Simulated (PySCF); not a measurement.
C₆H₆O, SMILES C#C[C@H]1C=COC1.

Geometry: PBE-D3(BJ)/def2-SVP. The structure was generated by enumeration; whether it is a known compound was not checked. Other conformers were not sampled.

Vertical ionisation energy (IE) and electron affinity (EA) in eV. Rows of orbital energies are one-electron estimates. Where ΔSCF, EOM or ADC give a negative EA the extra electron is unbound and the value depends on the basis.

```tsv
level	IE	EA
−ε(HOMO), −ε(LUMO), HF/def2-TZVP (PySCF)	9.16	-3.76
−ε(HOMO), −ε(LUMO), PBE/def2-TZVP (PySCF)	5.27	0.68
```
